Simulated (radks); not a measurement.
Task: The potassium ion K4+, 15 electrons, occupied as [Ne] 3s2 3p3. Method: scalar-relativistic Kohn-Sham, LDA (Slater exchange, Perdew-Wang correlation), spin-polarised, spherical densities, point nucleus; open shells are filled with parallel spins first; computed with a radial shooting solver on a logarithmic mesh with Libxc functionals. Some entries of the table are withheld. Estimate them.

orbital  occ.  eigenvalue (hartree)  <1/r> (bohr^-1)
1s up       1             -131.4832            18.67
1s down     1             -131.4453            18.67
2s up       1             -15.28339            3.795
2s down     1             -15.24347            3.798
2p up       3             -12.64613            3.707
2p down     3             -12.59707            3.709
3s up       1              -3.35148            1.202
3s down     1              -3.17829            1.193
3p up       3              -2.69223              (1)
3p down     0              -2.52590              (2)
3d up       0              -1.72051           0.8983
3d down     0              -1.57475           0.8774
4s up       0              -1.21251           0.5226
4s down     0              -1.16782           0.5061

Result: 
(1) 3p up <1/r> (bohr^-1): 1.106
(2) 3p down <1/r> (bohr^-1): 1.092
